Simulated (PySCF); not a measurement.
C2H9ClSi3, SMILES C[Si@@H]1C[SiH2][Si@@H]1Cl.

The structure is a stationary point at r2SCAN-D4/def2-SVP. The structure was generated by enumeration; whether it is a known compound was not checked.

Calculation: TDA-PBE/def2-SVPD run with PySCF.

Vertical excitations. Isolated molecule, no solvent.

Computed lowest excited states:
```tsv
state	energy (eV)	λ (nm)	f	main pairs
S1	4.46	278	0.002	HOMO→LUMO 97 %
S2	5.28	235	0.083	HOMO→LUMO+1 87 %
S3	5.30	234	0.013	HOMO−1→LUMO 93 %
S4	5.56	223	0.017	HOMO−2→LUMO 93 %
S5	5.67	219	0.009	HOMO→LUMO+2 78 %, HOMO→LUMO+3 14 %
S6	5.96	208	0.028	HOMO→LUMO+4 67 %, HOMO→LUMO+3 14 %
T1	3.91	317	0	HOMO→LUMO 99 %
T2	4.71	263	0	HOMO→LUMO+1 98 %
```
Triplets are in the Tamm–Dancoff approximation.
